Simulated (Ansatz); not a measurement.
System: BiI2, net charge 0, doublet state. It need not be the lowest isomer of its formula. SMILES: [I][Bi][I]
Geometry: optimised at B3LYP-D3(BJ)/def2-TZVP (Ansatz, a quantum-chemistry and plane-wave program).

Computed values are from Ansatz. Correlated levels leave the core frozen unless marked. Open shells are spin-unrestricted. Spin-orbit coupling is left out. Frozen are the shells of the preceding noble gas and the d and f shells that filled before the atom's block. Past Kr the def2 sets carry scalar-relativistic core potentials. CBS(X,Y): correlation extrapolated as X^-3; Hartree-Fock from the larger set. [CCSD(T)-MP2]/basis is that difference in the basis named.

**Question.** What is the vertical ionisation energy (to the singlet) at RI-MP2/CBS(def2-TZVPPD,def2-QZVPPD)+[CCSD(T)-MP2]/def2-TZVPPD?

**Answer.** 7.82 eV.

**Question.** What is the atomisation energy De at RI-MP2/CBS(def2-TZVPPD,def2-QZVPPD)+[CCSD(T)-MP2]/def2-TZVPPD?

**Answer.** 104.3 kcal/mol.

**Question.** What is the T1 diagnostic at CCSD/def2-TZVPPD?

**Answer.** 0.018.

**Question.** What is the dipole moment at CCSD(T)/def2-SVPD?

**Answer.** 2.72 D.

**Question.** What is the total energy at RI-MP2/CBS(def2-TZVPPD,def2-QZVPPD)+[CCSD(T)-MP2]/def2-TZVPPD?

**Answer.** -807.4820 Eh.
